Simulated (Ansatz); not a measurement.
Reaction (ligand exchange at the Si–O bond): `O[SiH](O)O` + `O[SiH2]O` → `O[SiH2]O[SiH](O)O` + H₂O

Program: Ansatz. Geometries: PBE0-D4/def2-TZVP. ΔE: electronic, gas phase. CBS: MP2 limit from def2 TZ/QZ plus the TZ coupled-cluster correction, frozen cores. This one scheme is used for every species. Functionals use def2-TZVPP. One conformer a species, not always the lowest.

(1) Is it downhill or uphill in electronic energy at CCSD(T)/CBS, and by how much? (Best estimate.)

(2) What do these levels give: PBE-D4, r2SCAN-D4, PBE0-D4, ωB97M-V, B2PLYP, PBE, SCS-MP2/def2-TZVPP, CCSD/def2-TZVPP, HF/def2-QZVPP, SCS-MP2/def2-QZVPP, MP2/CBS(def2), CCSD/CBS(def2)? (Best estimate.)

Largest T1 diagnostic among the species: 0.012.

## Answers

(1) The calculation gave: Downhill: ΔE = -5.5 kcal/mol.

(2) Ansatz gave: PBE-D4 -3.9, r2SCAN-D4 -4.3, PBE0-D4 -4.6, ωB97M-V -4.4, B2PLYP -3.6, PBE -2.3, SCS-MP2/def2-TZVPP -4.4, CCSD/def2-TZVPP -4.7, HF/def2-QZVPP -4.1, SCS-MP2/def2-QZVPP -4.8, MP2/CBS(def2) -5.3, CCSD/CBS(def2) -5.3 kcal/mol.

From PBE to PBE0 (25 % exact exchange), in def2-TZVPP and without D4, ΔE moves by −0.9 kcal/mol. The D4 term adds −2.4 kcal/mol with B3LYP and −1.4 kcal/mol with PBE0; it sums over pairs of atoms, weighted by their polarisabilities, and B3LYP, whose exchange is more repulsive, gets the larger term. In def2-TZVPP, CCSD(T) changes the Hartree–Fock value by −1.0 kcal/mol (the triples alone add −0.1 kcal/mol) and MP2 by −0.9 kcal/mol.

B3LYP here is the variant with VWN-RPA as its local correlation; programs differ in this.
